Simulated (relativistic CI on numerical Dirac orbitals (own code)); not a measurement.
# Sensitivity of the levels of Re4+ to α and to the nuclear radius

Calculated at this level of theory: Dirac-Coulomb-Breit CI, separate exchange-only KLI orbitals for each configuration, valence Slater integrals scaled by 0.85, P86 correlation energy added to each configuration, derivatives by finite differences, QED left out (own radial code, finite nucleus).

CI space (outside the closed core [Xe] 4f14): 5d3, 5d2.6s, 5d2.6p, 5d.6s2, 5d2.5f, 5d.6s.6p, 5d2.6d, 5d.5f2. Levels of other configurations are missing.

With x = (α/α₀)² − 1 an excitation energy changes as ω = ω₀ + qx; K = 2q/ω₀ is the relative enhancement. Terms are leading LS components, so labels can repeat. The field-shift factor is F = δν/δ⟨r²⟩ for the transition from the lowest level.

Lowest level 5d3 4F_3/2.

| Level | ω₀ (cm⁻¹) | q (cm⁻¹) | K | F (GHz/fm²) |
| --- | --- | --- | --- | --- |
| 5d3 4F_5/2 | 4271.2 | 5164 | 2.42 | 0.475 |
| 5d3 4F_7/2 | 8129.8 | 8092 | 1.99 | 0.862 |
| 5d3 4F_9/2 | 11129.1 | 8608 | 1.55 | 1.07 |
| 5d3 4P_3/2 | 12469.7 | 1630 | 0.261 | 1.79 |
| 5d3 4P_1/2 | 14223.4 | 3560 | 0.501 | 1.71 |
| 5d3 2G_7/2 | 18407.5 | 8210 | 0.892 | 1.73 |
| 5d3 2H_9/2 | 19232.7 | 8917 | 0.927 | 1.29 |
| 5d3 4P_5/2 | 20252.4 | 9511 | 0.939 | 1.38 |
| 5d3 2D_3/2 | 22390.3 | 9746 | 0.871 | 2.61 |
| 5d3 2P_1/2 | 22937.1 | 9322 | 0.813 | 4.52 |
| 5d3 2H_11/2 | 26255.5 | 11350 | 0.865 | 1.54 |
| 5d3 2D_5/2 | 27908.6 | 11560 | 0.829 | 3.43 |
| 5d3 2G_9/2 | 28967.5 | 16500 | 1.14 | 2.63 |
| 5d3 2P_3/2 | 31336.7 | 15370 | 0.981 | 5.51 |
| 5d3 2F_5/2 | 33987.1 | 7171 | 0.422 | 3.47 |
| 5d3 2F_7/2 | 34233.6 | 9031 | 0.528 | 3.42 |
| 5d3 2D_3/2 | 51091.6 | 10790 | 0.423 | 3.3 |
| 5d3 2D_5/2 | 51200.1 | 12430 | 0.486 | 3.93 |
| 5d2.6s 4F_3/2 | 68351.1 | -42410 | -1.24 | 71.6 |
| 5d2.6s 4F_5/2 | 71012.5 | -40350 | -1.14 | 71.1 |
| 5d2.6s 4F_7/2 | 76116.2 | -35110 | -0.922 | 72.6 |
| 5d2.6s 4F_9/2 | 81203.6 | -31200 | -0.768 | 73.3 |
| 5d2.6s 4P_1/2 | 83078.0 | -39630 | -0.954 | 72.2 |

At this charge configurations can still be misplaced by up to about 7 % of their energy. Levels and lines within the n = 5 or 6 shells can be off by up to 10 % or somewhat more, and those that change n by about 2 %, since core polarisation is missing.
